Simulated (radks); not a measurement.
Spherical quantum dot in the effective-mass picture: electrons in a well V = -V0 / (1 + exp((r - R)/a)) with V0 = 18.3, R = 3.46, a = 0.29, all in effective atomic units (hartree* = m*/eps^2 hartree, bohr* = eps/m* bohr), one dielectric constant everywhere. Calculated with a radial shooting solver with Libxc functionals: non-relativistic Kohn-Sham, LDA (Slater exchange, Perdew-Wang correlation), spin-polarised, spherical densities. Levels are named by radial order and angular momentum (1s, 1p, 1d, 2s, ...), and open shells are averaged over m. Each electron was tried in the lowest free levels, single moves between levels near the top were tried too, and the lowest total energy was kept; such a search can miss a lower state. At N = 1 the Hartree and exchange-correlation terms need not cancel, so that row can carry a self-interaction error.

N	open shells	2S	E (hartree*)	mu = E(N) - E(N-1) (hartree*)	addition energy mu(N+1) - mu(N) (hartree*)	e(HOMO) (hartree*)	rms radius (bohr*)
1	1s(up 1, down 0)	1	-17.6936	-17.694	0.5299	-17.486	1.612
2	none	0	-34.8572	-17.164	0.9227	-16.952	1.681
3	1p(up 1, down 0)	1	-51.0982	-16.241	0.4060	-16.040	1.803
4	1p(up 2, down 0)	2	-66.9332	-15.835	0.4137	-15.629	1.873
5	1p(up 3, down 0)	3	-82.3545	-15.421	0.5214	-15.214	1.922
6	1p(up 3, down 1)	2	-97.2545	-14.900	0.3926	-14.705	1.963
7	1p(up 3, down 2)	1	-111.762	-14.507	0.3985	-14.309	1.996
8	none	0	-125.871	-14.109	0.9541	-13.909	2.025
9	1d(up 1, down 0)	1	-139.025	-13.155	0.3797	-12.965	2.062
10	1d(up 2, down 0)	2	-151.800	-12.775	0.3805	-12.585	2.094
11	1d(up 3, down 0)	3	-164.195	-12.395	0.3806	-12.204	2.121
12	1d(up 4, down 0)	4	-176.209	-12.014	0.3801	-11.824	2.146
13	1d(up 5, down 0)	5	-187.843	-11.634	0.4774	-11.444	2.167
14	1d(up 5, down 1)	4	-198.999	-11.156	0.3691	-10.972	2.188
15	1d(up 5, down 2)	3	-209.787	-10.787	0.3700	-10.602	2.206
16	1d(up 5, down 3)	2	-220.204	-10.417	0.3703	-10.232	2.223
17	1d(up 5, down 4)	1	-230.251	-10.047	0.3701	-9.8618	2.239
18	none	0	-239.928	-9.6768	0.9967	-9.4919	2.254
19	1f(up 1, down 0)	1	-248.608	-8.6802	0.3585	-8.5009	2.272
20	1f(up 2, down 0)	2	-256.929	-8.3217	0.3583	-8.1425	2.288
21	1f(up 3, down 0)	3	-264.893	-7.9634	0.3580	-7.7843	2.304
22	1f(up 4, down 0)	4	-272.498	-7.6054	0.3576	-7.4265	2.318
23	1f(up 5, down 0)	5	-279.746	-7.2478	0.3571	-7.0692	2.332
24	1f(up 6, down 0)	6	-286.637	-6.8907	0.3565	-6.7123	2.344
25	1f(up 7, down 0)	7	-293.171	-6.5342	0.4459	-6.3561	2.357
26	1f(up 7, down 1)	6	-299.259	-6.0883	0.3504	-5.9131	2.368
27	1f(up 7, down 2)	5	-304.997	-5.7379	0.3504	-5.5627	2.380
28	1f(up 7, down 3)	4	-310.385	-5.3875	0.3502	-5.2124	2.390
29	1f(up 7, down 4)	3	-315.422	-5.0374	0.3499	-4.8624	2.401
30	1f(up 7, down 5)	2	-320.109	-4.6875	-	-4.5126	2.411

All shells are closed at N = 2, 8, 18 (there: 1s2 1p6 1d10); the second difference of the energy has clear peaks (12 % above both neighbours; the first and last values, which can be the largest, are not judged, and half-filled shells can peak too) at N = 2, 5, 8, 13, 18, 25.
